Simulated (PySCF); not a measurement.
TeCl3, SMILES Cl[Te+](Cl)Cl, charge +1.

The structure is a stationary point at PBE-D3(BJ)/def2-SVP. The spin state was assumed, not searched. The isomer is the one that the SMILES or the coordinates give; other isomers of the formula were not compared. The def2 effective core potentials stand for the cores of Te; spin–orbit coupling is left out.

Calculation: PBE-D3(BJ)/def2-SVP (PySCF).

Frequencies are harmonic and unscaled.

Modes within 1.5 cm⁻¹ of each other (mostly degenerate sets) share a row, with their intensities summed.

Give all harmonic wavenumbers and intensities. (The exact figures need the calculation; the answer reports its results.)


| mode | ν (cm⁻¹) | IR (km/mol) | moving atoms (share of kinetic energy) |
|---|---|---|---|
| 1–2 | 116 | 1.5 | Cl 90 %, Te 10 % |
| 3 | 143 | 2.5 | Cl 71 %, Te 29 % |
| 4–6 | 388 | 89.3 | Cl 75 %, Te 25 % |
